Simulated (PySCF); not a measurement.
# V⁺: ionisation energy

V⁺ [Ar] 3d4 (5D) → V²⁺ [Ar] 3d3 (4F), as a difference of total energies. Computed with PySCF 2.14 in aug-cc-pwCVTZ (10s9p7d4f3g, 127 functions), with no relativity, point nucleus. Correlated levels: valence and next inner shell: [Ne] frozen. The calculations carry no spin-orbit coupling.

Task: Order these methods by the ionisation energy they give, lowest first.
A. CCSD(T) (valence and next inner shell)
B. SCS-MP2 (valence and next inner shell)
C. MP2 (valence and next inner shell)
D. UHF

Result: D (13.271 eV), B (14.294 eV), A (14.640 eV), C (14.874 eV).

A first-order spin-orbit estimate (lowest level to lowest level, LS coupling) adds -0.019 eV.

These non-relativistic numbers lack the scalar-relativistic shift.

Errors of the correlated levels include the incompleteness of this basis and the frozen core.

For comparison: 14.634 ± 0.007 eV (measured; NIST Atomic Spectra Database, ionization energies).
